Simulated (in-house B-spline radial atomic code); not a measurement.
A run on neutral chlorine that did not converge. Method: scalar-relativistic (X2C) HSE06, spin-polarised, spherical fractional occupations, Fermi nucleus of rms radius 3.3654 fm; computed with an all-electron radial atomic-structure program (B-spline basis).

Command:
```bash
python run_scf.py task.json out
```
Settings (nuclear radius in fm, mass in u):
```
Z                17
configuration    [Ne] 3s2 3p4.875 3d0.125
hamiltonian      x2c
method           hse06
spin_polarised   True
nucleus          fermi
rms_radius       3.3654
atomic_mass      34.96885
speed_of_light   137.035999084
```

First and last ten iterations of the last attempt (damped for 15 steps, keeping 80 % of the old Fock matrix, then DIIS):
```
 iter        energy (Eh)    residual
    1        -459.211487    2.46e-01
    2        -460.495608    1.30e-01
    3        -460.906238    9.41e-02
    4        -461.134652    6.57e-02
    5        -461.261196    4.44e-02
    6        -461.336398    2.90e-02
    7        -461.361432    1.95e-02
    8        -461.373424    1.34e-02
    9        -461.379052    9.31e-03
   10        -461.381650    6.44e-03
  111        -461.383920    5.51e-06
  112        -461.383921    6.31e-06
  113        -461.383921    8.21e-06
  114        -461.383921    9.88e-06
  115        -461.383920    3.93e-06
  116        -461.383921    5.49e-06
  117        -461.383921    8.62e-06
  118        -461.383921    3.88e-06
  119        -461.383921    1.29e-06
  120        -461.383921    1.08e-06
 not converged after 120 iterations
```

The smallest residual met was 1.1e-06; the threshold is about 2e-07. Over the last five steps the energy moves by less than 4e-07 hartree, but the orbitals didn't meet the threshold. Run time, properties included: 21 s on 1 thread of Arm Neoverse N1, with other jobs on the host.
